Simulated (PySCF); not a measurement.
## Substituent effects on chemical shifts

Parent skeleton `[F:1][CH:2]1[CH2:3][SiH2:4][CH2:5][SiH2:6]1`; one hydrogen on atom 4 is replaced by X. Hydrogens on one atom are averaged.

Calculated, not measured (PySCF 2.14.0 with density-fitted response routines): GFN2-xTB geometry, PBE0/pcSseg-1 with gauge-including orbitals. Gas phase, one computed conformer, non-relativistic Hamiltonian.

References, each an isolated molecule treated in the same way: CFCl3 for 19F (170.95 ppm); 13C (186.93 ppm), 29Si (349.16 ppm), 1H (31.72 ppm) vs TMS.

Four derivatives gave (δ, ppm):
| compound | F1 | C2 | C3 | Si4 | C5 | Si6 | H(C2) | H(C3) | H(Si4) |
| --- | --- | --- | --- | --- | --- | --- | --- | --- | --- |
| 1 | -232.0 | 93.4 | 22.3 | -1.7 | -16.5 | -27.4 | 5.47 | 1.00 | 4.84 |
| 2 | -232.4 | 93.8 | 25.5 | -25.9 | -12.7 | -27.2 | 5.49 | 1.29 | 4.92 |
| 3 | -231.9 | 94.2 | 25.6 | -1.3 | -12.4 | -25.9 | 5.55 | 1.26 | 5.27 |
| 4 | -236.6 | 92.5 | 24.5 | -34.4 | -11.5 | -33.9 | 5.29 | 1.82 | 4.73 |

Task: Their substituents are CH2OCH3, PH2, ethynyl, propynyl. Which is which?

Result: 1: X = CH2OCH3 (COC[Si@@H]1C[SiH2][C@H](F)C1); 2: X = propynyl (CC#C[Si@@H]1C[SiH2][C@@H](F)C1); 3: X = PH2 (F[C@@H]1C[Si@@H](P)C[SiH2]1); 4: X = ethynyl (C#C[Si@@H]1C[SiH2][C@H](F)C1).

Unscaled 19F shifts against computed CFCl3 carry errors that often reach 10 to 50 ppm.
